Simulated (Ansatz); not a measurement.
Consider the atomization: `CC[O][GeH]([CH3])[F]` → 3 C• + F• + Ge• + 9 H• + O•.

Gas-phase electronic energies from Ansatz, PBE0-D4/def2-TZVP geometries. CCSD(T)/CBS adds triple-zeta CCSD(T) − MP2 to the extrapolated MP2 energy (def2 sets, frozen cores). This one scheme is used for every species, atoms too. No spin–orbit coupling; open shells (•) take unrestricted orbitals. Spin–orbit coupling would lower the free atoms: a little for C, F, O; clearly for Ge. For Ge outer-core shells are correlated without core-valence functions, so the limit isn't a true one: a few kJ/mol of doubt a bond, and 10 to 20 or more in all where bonds break to atoms. Scalar relativity is left out up to krypton. One conformer a species, not always the lowest.

| level | ΔE (eV) |
| --- | --- |
| CCSD(T)/def2-TZVPP | 57.37 |
| HF/def2-QZVPP | 43.25 |

**Question.** What does CCSD(T)/CBS give? (Estimate.)

**Answer.** The calculation gave: +58.63 eV. The listed levels differ from it by -1.26, -15.38 eV.

Largest T1 diagnostic among the species: 0.011.

In def2-TZVPP, CCSD(T) changes the Hartree–Fock value by +14.19 eV (the triples alone add +0.77 eV) and MP2 by +14.99 eV; breaking electron pairs costs correlation energy, which Hartree–Fock lacks. The D4 term adds +0.45 eV with B3LYP and +0.24 eV with PBE0; it sums over pairs of atoms, weighted by their polarisabilities, and B3LYP, whose exchange is more repulsive, gets the larger term.

B3LYP here is the variant with VWN-RPA as its local correlation; programs differ in this.

For atomizations the MP2-based limit and the directly extrapolated one differ by several kJ/mol either way, and by 10 to 25 for some Ge, Se and Sn compounds, so smaller differences from it don't rank the levels.
